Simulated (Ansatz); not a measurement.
Saddle search on CH4BrGa, closed shell by partitioned rational-function steps on PBE0-D4/def2-TZVP gradients (Ansatz 0.2.0), from this start:

| atom | x (Å) | y (Å) | z (Å) |
| --- | --- | --- | --- |
| Ga1 | -1.4844 | -0.2658 | -2.9087 |
| Br2 | 1.6025 | 2.4813 | 7.4796 |
| C3 | -0.0380 | -1.2659 | -2.6532 |
| H4 | 1.8015 | 1.6254 | 6.3615 |
| H5 | -2.7351 | 0.6070 | -3.0894 |
| H6 | -0.1135 | -2.3448 | -2.4867 |
| H7 | 0.9670 | -0.8372 | -2.7032 |

```csv
step,energy less the last (meV),largest force (eV/Å),curvature followed (eV/Å²)
1,4.4,0.375,-0.09
2,1.8,0.132,-0.13
3,0.5,0.100,-0.13
4,0.1,0.013,-0.11
5,0.1,0.012,-0.07
6,0.1,0.003,0.01
7,12.4,0.735,-0.22
8,0.6,0.143,-0.52
9,0.3,0.118,-0.40
10,0.4,0.143,-0.45
11,0.1,0.042,-0.42
12,0.1,0.030,-0.50
13,0.0,0.008,-0.53
```

The search ended at:

| atom | x (Å) | y (Å) | z (Å) |
| --- | --- | --- | --- |
| Ga1 | -1.4974 | -0.2814 | -2.9660 |
| Br2 | 1.6277 | 2.4776 | 7.5051 |
| C3 | -0.0497 | -1.2490 | -2.6264 |
| H4 | 1.8435 | 1.6154 | 6.3969 |
| H5 | -2.7507 | 0.5585 | -3.2291 |
| H6 | -0.1105 | -2.3188 | -2.4677 |
| H7 | 0.9370 | -0.8023 | -2.6128 |
